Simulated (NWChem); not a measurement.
System meant: AlH2SeOF; SMILES [OH][Al]([F])[SeH]

Here is an NWChem input.

```
start job
memory heap 200 mb stack 900 mb global 1100 mb
geometry units angstroms noautoz
  Al     0.109768    -0.945195     0.000110
  F     -1.232864    -1.924046    -0.000381
  O      1.668532    -1.596213    -0.000343
  H      1.896980    -2.527100     0.000784
  Se    -0.172523     1.327377     0.001296
  H      1.288660     1.506120     0.001609
end
basis spherical
  * library def2-svp
end
dft
  odft
  mult 2
  xc pbe0
  iterations 150
  mulliken
end
task dft energy
```

End of the output:

```
 Summary of "ao basis" -> "ao basis" (spherical)
 ------------------------------------------------------------------------------
       Tag                 Description            Shells   Functions and Types
 ---------------- ------------------------------  ------  ---------------------
 Al                         def2-svp                 8       18   4s3p1d
 F                          def2-svp                 6       14   3s2p1d
 O                          def2-svp                 6       14   3s2p1d
 H                          def2-svp                 3        5   2s1p
 Se                         def2-svp                12       32   5s4p3d

 Summary of "ao basis" -> "ao basis" (spherical)
 ------------------------------------------------------------------------------
       Tag                 Description            Shells   Functions and Types
 ---------------- ------------------------------  ------  ---------------------
 Al                         def2-svp                 8       18   4s3p1d
 F                          def2-svp                 6       14   3s2p1d
 O                          def2-svp                 6       14   3s2p1d
 H                          def2-svp                 3        5   2s1p
 Se                         def2-svp                12       32   5s4p3d

      Symmetry analysis of basis
      --------------------------

        a'         63
        a"         25

  number of electrons :                   66
  multiplicity        :                    2
 ------------------------------------------------------------------------
  no. of electrons and multiplicity not compatible                  66
 ------------------------------------------------------------------------
 ------------------------------------------------------------------------
  current input line :
    21: task dft energy
 ------------------------------------------------------------------------
 ------------------------------------------------------------------------
 There is an error in the input file
 ------------------------------------------------------------------------
 For more information see the NWChem manual at https://nwchemgit.github.io

0: no. of electrons and multiplicity not compatible:Received an Error in Communication
```

### Question
Find the fault in this run and fix the input.

### Answer
The program refused the input. Cause: the multiplicity doesn't fit the number of electrons (an even count wants an odd multiplicity, and the reverse). This input runs:
```
start job
memory heap 200 mb stack 900 mb global 1100 mb
geometry units angstroms noautoz
  Al     0.109768    -0.945195     0.000110
  F     -1.232864    -1.924046    -0.000381
  O      1.668532    -1.596213    -0.000343
  H      1.896980    -2.527100     0.000784
  Se    -0.172523     1.327377     0.001296
  H      1.288660     1.506120     0.001609
end
basis spherical
  Al library def2-svp
  F library def2-svp
  O library def2-svp
  H library def2-svp
  Se library def2-svp
end
dft
  xc pbe0
  iterations 150
  mulliken
end
task dft energy
```
It converges to -2819.34504 Ha (PBE0/def2-SVP).
